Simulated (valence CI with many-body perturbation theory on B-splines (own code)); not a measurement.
Results of a calculation; reference values are marked as such.
# Ca¹⁵⁺: configurations and terms from energies and g

Level of theory: valence CI with perturbative core correlation (CI+MBPT): three valence electrons over a frozen Dirac-Fock core [He], a basis of 11 s, 11 p, 10 d, 8 f, 5 g, 2 h functions for each j, with the one-electron correlation potential Σ1, the two-electron term Σ2, the three-electron term Σ3, Breit, model QED; selected CI, second order for the rest, scaled by the run's own slope (own B-spline code, finite nucleus).

No measured levels were compared; by estimate levels of excited configurations hold to 0.05 to 0.15 % of their energy, terms of the ground configuration to about 0.5 %.

| No. | J | Parity | E (eV) | g |
| --- | --- | --- | --- | --- |
| 1 | 1/2 | odd | 0.00 | 0.663 |
| 2 | 3/2 | odd | 4.54 | 1.332 |
| 3 | 1/2 | even | 33.18 | 2.661 |
| 4 | 3/2 | even | 34.98 | 1.731 |
| 5 | 5/2 | even | 37.25 | 1.595 |
| 6 | 3/2 | even | 59.46 | 0.804 |
| 7 | 5/2 | even | 59.78 | 1.202 |
| 10 | 3/2 | even | 80.11 | 1.327 |
| 11 | 3/2 | odd | 103.49 | 1.990 |
| 12 | 3/2 | odd | 116.57 | 0.827 |
| 13 | 5/2 | odd | 117.17 | 1.198 |
| 14 | 1/2 | odd | 130.57 | 0.663 |
| 15 | 3/2 | odd | 131.74 | 1.312 |
| 16 | 1/2 | even | 545.74 | 2.001 |

Energies count from the lowest level. Strongly mixed levels and levels close to another of their J and parity are left out, so the numbers can have gaps.

(1) Give configuration and LS term of each level.

Answers

(1) 1: 2s2 2p 2P°; 2: 2s2 2p 2P°; 3: 2s 2p2 4P; 4: 2s 2p2 4P; 5: 2s 2p2 4P; 6: 2s 2p2 2D; 7: 2s 2p2 2D; 10: 2s 2p2 2P; 11: 2p3 4S°; 12: 2p3 2D°; 13: 2p3 2D°; 14: 2p3 2P°; 15: 2p3 2P°; 16: 2s2 3s 2S.
